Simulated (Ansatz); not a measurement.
`[OH][Ga]([OH])[SeH]`, one more setting.

```yaml
crystal:
  periodic: [false, false, false]
  atoms:
    - {symbol: O, position_ang: [-0.996213, 1.075118, 0.610984]}
    - {symbol: Ga, position_ang: [0.185532, -0.182419, 0.166867]}
    - {symbol: O, position_ang: [1.027049, -0.969842, 1.516803]}
    - {symbol: Se, position_ang: [0.712460, -0.869391, -1.974710]}
    - {symbol: H, position_ang: [-1.444647, 1.489069, -0.128677]}
    - {symbol: H, position_ang: [0.751873, -0.628672, 2.371510]}
    - {symbol: H, position_ang: [-0.236044, 0.086137, -2.562766]}
basis:
  gaussian: {orbitals: ANO-RCC-VTZP}
hamiltonian: {xc: {name: BHLYP}, dispersion: d3bj}
```

```sh
$ ansatz run in.yaml --threads 2 --pin off --events-out ev --progress --plain --max-ram 32768MiB --backend cpu
```

It prints (some lines left out):

```
Functional definition: BHLYP
1758 factors; their error is unknown
mean field evaluation 1: about -123153.7759 eV, gradient 7.2e1 eV
mean field evaluation 2: about -123142.9331 eV, gradient 1.1e2 eV
mean field evaluation 4: about -123162.3121 eV, gradient 3.3e0 eV
mean field evaluation 8: about -123163.3364 eV, gradient 6.9e-1 eV
mean field evaluation 16: about -123163.3367 eV, gradient 2.8e-5 eV
mean field -123163.33669695 eV, -4526.1691405047 hartree, gradient 2.8e-5 eV, S^2 0.000000; 0 other end points of the search recorded, 0 dependent functions left out
reference -123163.33690161 eV, -4526.1691480261 hartree; 42, 42 occupied and 146, 146 virtual orbitals, 1758 factors
Total energy: -123163.55120032 eV, -4526.1770233584 hartree
Relativity: scalar
```

It took 7.5 s on 2 threads of an AMD EPYC 7R13 on a shared host, with 0.63 GiB of host memory at the peak.
